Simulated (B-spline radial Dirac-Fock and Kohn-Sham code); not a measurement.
Pm 5s: cross section and angular parameters

System: atomic promethium, [Xe] 4f5 6s2; threshold 45.66 eV (orbital energy of the model). Method: Dirac-Hartree-Slater photoionisation with a Latter tail; cross sections with all multipoles, angular parameters from the dipole term and its interference with E2. Computed with a radial atomic solver.

```tsv
hν (eV)	σ (kb)	β	γ
80	116	1.711	-0.075
85.9	?	?	?
91.3	117	1.782	0.005
132	97.7	1.876	0.159
150	87.8	1.893	0.198
160	82.5	1.900	0.216
190	68.7	1.915	0.255
199	65.2	1.918	0.264
200	64.8	1.918	0.265
201	64.5	1.919	0.266
300	39.6	1.940	0.327
302	39.3	1.940	0.328
355	31.5	1.946	0.342
400	26.6	1.950	0.347
486	20.2	1.955	0.351
562	16.3	1.958	0.347
619	14.1	1.960	0.341
1253.6	4.61	1.971	0.217
1720	2.69	1.974	0.122
2280	1.63	1.976	0.029
2984.4	1.00	1.978	-0.052
4000	0.581	1.980	-0.112
6970	0.198	1.981	-0.065
8047.8	0.148	1.982	-0.004
8270	0.140	1.982	0.010
8940	0.120	1.982	0.056
9040	0.117	1.982	0.064
10400	0.0879	1.982	0.170
10900	0.0797	1.982	0.211
14000	0.0469	1.981	0.481
```

Task: Give the values at 85.9 eV.

Result: σ = 117 kb, β = 1.753, γ = -0.030. For an s subshell δ is negligible.
